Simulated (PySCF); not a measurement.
C₇H₁₁FSi.
Atom-mapped SMILES: `[CH3:1][CH:2]([CH3:3])[C:4]1=[CH:5][SiH2:6][CH:7]=[C:8]1[F:9]` (hydrogens: H10, H11, H12 on C1; H13 on C2; H14, H15, H16 on C3; H17 on C5; H18, H19 on Si6; H20 on C7)

Method used: PBE0-D3(BJ)/def2-SVP geometry optimisation, gas phase (PySCF).

(1) Give the optimised bond lengths and angles.

Results:

(1) 
```json
{"bond": "C1–C2", "length (Å)": "1.521", "order": "single"}
{"bond": "C2–C3", "length (Å)": "1.533", "order": "single"}
{"bond": "C2–C4", "length (Å)": "1.507", "order": "single"}
{"bond": "C4=C5", "length (Å)": "1.352", "order": "double"}
{"bond": "C5–Si6", "length (Å)": "1.873", "order": "single"}
{"bond": "Si6–C7", "length (Å)": "1.863", "order": "single"}
{"bond": "C7=C8", "length (Å)": "1.342", "order": "double"}
{"bond": "C8–F9", "length (Å)": "1.333", "order": "single"}
{"bond": "C4–C8", "length (Å)": "1.491", "order": "single"}
{"bond": "C1–H10 and 5 like bonds", "length (Å)": "1.101", "order": "single"}
{"bond": "C2–H13", "length (Å)": "1.105", "order": "single"}
{"bond": "C5–H17", "length (Å)": "1.091", "order": "single"}
{"bond": "Si6–H18, Si6–H19", "length (Å)": "1.495", "order": "single"}
{"bond": "C7–H20", "length (Å)": "1.090", "order": "single"}
```

Bonds in one row agree within 0.01 Å and their mean is given. Orders are formal, as drawn. A selection of angles:
```json
{"angle": "C2–C1–H10", "degrees": "111.6"}
{"angle": "C2–C1–H12", "degrees": "110.4"}
{"angle": "H10–C1–H11", "degrees": "108.0"}
{"angle": "C1–C2–C3", "degrees": "111.3"}
{"angle": "C1–C2–C4", "degrees": "113.0"}
{"angle": "C1–C2–H13", "degrees": "108.5"}
{"angle": "C3–C2–C4", "degrees": "110.1"}
{"angle": "C4–C2–H13", "degrees": "106.4"}
{"angle": "C2–C4–C5", "degrees": "127.6"}
{"angle": "C2–C4–C8", "degrees": "118.8"}
{"angle": "C5–C4–C8", "degrees": "113.6"}
{"angle": "C4–C5–Si6", "degrees": "108.1"}
{"angle": "C4–C5–H17", "degrees": "122.1"}
{"angle": "Si6–C5–H17", "degrees": "129.8"}
{"angle": "C5–Si6–C7", "degrees": "93.0"}
{"angle": "C5–Si6–H18", "degrees": "113.5"}
{"angle": "C7–Si6–H18", "degrees": "114.0"}
{"angle": "H18–Si6–H19", "degrees": "108.3"}
{"angle": "Si6–C7–C8", "degrees": "105.1"}
{"angle": "Si6–C7–H20", "degrees": "132.8"}
{"angle": "C8–C7–H20", "degrees": "122.1"}
{"angle": "C7–C8–F9", "degrees": "123.7"}
{"angle": "C4–C8–C7", "degrees": "120.2"}
{"angle": "C4–C8–F9", "degrees": "116.0"}
```

Torsions: C1–C2–C4–C5 17° (synperiplanar); C2–C4–C5–Si6 178° (antiperiplanar); C4–C5–Si6–C7 1° (synperiplanar); C5–Si6–C7–C8 0° (synperiplanar); Si6–C7–C8–F9 179° (antiperiplanar); C2–C4–C8–C7 -178° (antiperiplanar). The mirror-image conformer, all signs reversed, is as good.

The 6 C–C bonds span 1.342 Å (C7=C8, drawn double) to 1.533 Å (C2–C3, drawn single), a spread of 0.191 Å. The 5-membered ring C4–C5–Si6–C7–C8 has internal angles of 93.0° to 120.2° (sum 540°, against 540° for a flat polygon); it is planar, 0.00 Å rms from its mean plane, widest ring torsion 1°. Si6 (SiH2 silicon) has angles from 93.0° to 114.0°. Of the pairs four or more bonds apart, C1···H17 is among the closest relative to their van der Waals radii: 2.69 Å, 93 % of the sum of Bondi's values.

Point group: C1 (no symmetry element, even within 0.4 Å). Whether it is a minimum is left open (no frequencies). One conformer, not necessarily the lowest.

On one thread of an Arm Neoverse V1 (shared host), this took 2.6 min wall and 0.83 GiB of memory at its peak. These figures are those of the optimisation.
